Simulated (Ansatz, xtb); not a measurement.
Two isomers of C4H3Br

Structure I: `C#C/C=C/Br`, a singlet. Structure II: `C#C/C=C\Br`, a singlet. Both are isolated molecules in the gas phase, relaxed with B3LYP/def2-SVP.

Quicker runs give these differences E(II) − E(I): GFN2-xTB +2.49 kJ/mol; HF/STO-3G +1.86 kJ/mol (at GFN2-xTB geometries); r2SCAN-D4/def2-SVP −0.35 kJ/mol (at GFN2-xTB geometries).

Problem. Which of the two would you expect CCSD(T)/def2-SVP + ΔMP2/def2-TZVPP electronic energies to favour?

Solution. CCSD(T)/def2-SVP + ΔMP2/def2-TZVPP gives E(II) − E(I) = −0.77 kJ/mol, slightly favouring structure II, which is too small a margin to settle the true order.

The same difference at several levels:

```
                             level        geometry  E(II) − E(I) (kJ/mol)  departure from the last row (kJ/mol)  job, with rough time for the two
                          GFN2-xTB        GFN2-xTB                   +2.49                                 +3.27              optimisation, 0.35 s
                         HF/STO-3G        GFN2-xTB                   +1.86                                 +2.64               single point, 1.5 s
                r2SCAN-D4/def2-SVP        GFN2-xTB                   −0.35                                 +0.42               single point, 6.3 s
                    B3LYP/def2-SVP  B3LYP/def2-SVP                   +0.63                                 +1.40                optimisation, 97 s
                       HF/def2-SVP  B3LYP/def2-SVP                   +2.00                                 +2.77           part of the CCSD(T) run
                      MP2/def2-SVP  B3LYP/def2-SVP                   +0.25                                 +1.02           part of the CCSD(T) run
                  CCSD(T)/def2-SVP  B3LYP/def2-SVP                   +1.24                                 +2.01                      single point
CCSD(T)/def2-SVP + ΔMP2/def2-TZVPP  B3LYP/def2-SVP                   −0.77                                                      single point, 67 s
```

As drawn, both hold the same kinds of bond in the same numbers.

The largest departure from CCSD(T)/def2-SVP + ΔMP2/def2-TZVPP is that of GFN2-xTB, 3.27 kJ/mol. The last row adds to CCSD(T) the change of the MP2 difference between the two basis sets, here −2.01 kJ/mol.

With harmonic frequencies from B3LYP/def2-SVP (ideal gas, rigid rotor, one conformer each, 298.15 K, 1 atm): on the last row, ΔE + ΔZPE = −0.04, ΔH = −0.67, ΔG = −0.59 kJ/mol.

The correlated steps freeze 13 core orbitals; the filled d shell of Br is correlated, in a basis made for valence electrons. Run with Ansatz 0.2.0, xtb 6.7.1; the last row on 2 threads of Intel(R) Xeon(R) Processor @ 2.50GHz (Skylake/Cascade Lake) on a shared host.
